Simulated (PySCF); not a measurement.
**C₆ coefficients of unlike pairs at PBE**

Calculated with PySCF 2.14 from the dipole response of each species, C₆(A,B) = (3/π) ∫ α_A(iu) α_B(iu) du, in atomic units, from isotropic polarisabilities. For ions this is the dispersion term alone; charge-induced terms of lower order in 1/R come first.

```tsv
species	configuration	basis	relativity	α (bohr³)	C₆ (like pair)
Ta	[Xe] 4f14 5d3 6s2 (4F)	aug-cc-pVDZ-PP with ECP60MDF (5s5p4d2f)	core potential	82.75	1051
Xe²⁺	[Kr] 4d10 5s2 5p4 (3P)	x2c-QZVPPall with one added diffuse shell each of s, p, d, f type (14s10p8d5f1g)	spin-free X2C	12.85	92.64
C⁺	[He] 2s2 2p1 (2P)	aug-cc-pVDZ-DK (4s3p2d)	spin-free X2C	6.091	14.67
Ge⁺	[Ar] 3d10 4s2 4p1 (2P)	x2c-QZVPPall with one added diffuse shell each of s, p, d, f type (12s9p6d5f1g)	spin-free X2C	18.91	109.4
```

(1) Estimate C₆ for Ge⁺ with Xe²⁺.

No spin-orbit coupling is included.

The other pairs:

```csv
pair,C₆
"Xe²⁺, Ta",270.9
"Ge⁺, Ta",325.9
"C⁺, Ta",115.2
"Ge⁺, C⁺",39.78
"C⁺, Xe²⁺",36.32
```

Results:

(1) The integral gives 97.18. The combination rule 2 C_A C_B / (C_A α_B/α_A + C_B α_A/α_B) gives 96.24 and the geometric mean 100.7.
